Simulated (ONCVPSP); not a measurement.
## Which change was made? (Si, ONCV)

* Element: silicon (Si)
* Generator: ONCVPSP 4.0.1
* Type: optimised norm-conserving Vanderbilt (ONCV)
* Functional: PBE
* Relativity: scalar-relativistic
* Frozen core: [Ne]
* Valence charge: 4
* Reference configuration: 3s2 3p2
* Partial waves: 3s: rc 1.55 bohr, ncon 3, nbas 6, qcut 4.5 1/bohr, 2 projectors, debl 1.4 Ha; 3p: rc 2.35 bohr, ncon 5, nbas 10, qcut 3.6 1/bohr, 1 projector; d scattering state at 0.33 Ha: rc 2.30 bohr, ncon 4, nbas 8, qcut 4.3 1/bohr, 3 projectors, debl 2.7 Ha
* Local potential: polynomial inside 1.35 bohr (lpopt 5, dvloc0 0 Ha)
* Core correction: Teter function, fcfact 4.5, rcfact 1.45

Cutoffs, loose and tight: the cutoffs (Ha) at which the residual kinetic energy of the hardest occupied pseudo-wave falls to 1 and 0.1 mHa per electron. They do not see the model core or the augmentation charge, which bear on the density cutoff. Test errors are all-electron minus pseudo excitation energies from the reference, over the configurations 3s2 3p1; 3s2 3p0; 3s1 3p0; 3s1 3p3; variants that change the core or the reference have their own tests.

The base gives: outcome: generated; cutoff, loose: 7.9 Ha; cutoff, tight: 10 Ha; bound ghosts: none; GHOST(+) flags above zero: s; largest test error (meV): -16.

(1) After one change the result is: outcome: generated; cutoff, loose: 7.6 Ha; cutoff, tight: 42 Ha; bound ghosts: none; GHOST(+) flags above zero: s, d; largest test error (meV): -10. Which change was it?
A. functional LDA (Perdew-Zunger)
B. all radii but the core radius scaled by about 0.89 (s 1.38, p 2.10, d 2.06 bohr); local potential polynomial inside 1.20 bohr (lpopt 5, dvloc0 0 Ha)
C. s: nproj 1

Results:

(1) B. The others give: s: nproj 1 → outcome: generated; cutoff, loose: 7.9 Ha; cutoff, tight: 10 Ha; bound ghosts: none; GHOST(+) flags above zero: none; largest test error (meV): +56 | functional LDA (Perdew-Zunger) → outcome: generated; cutoff, loose: 8.0 Ha; cutoff, tight: 11 Ha; bound ghosts: none; GHOST(+) flags above zero: s; largest test error (meV): -31.
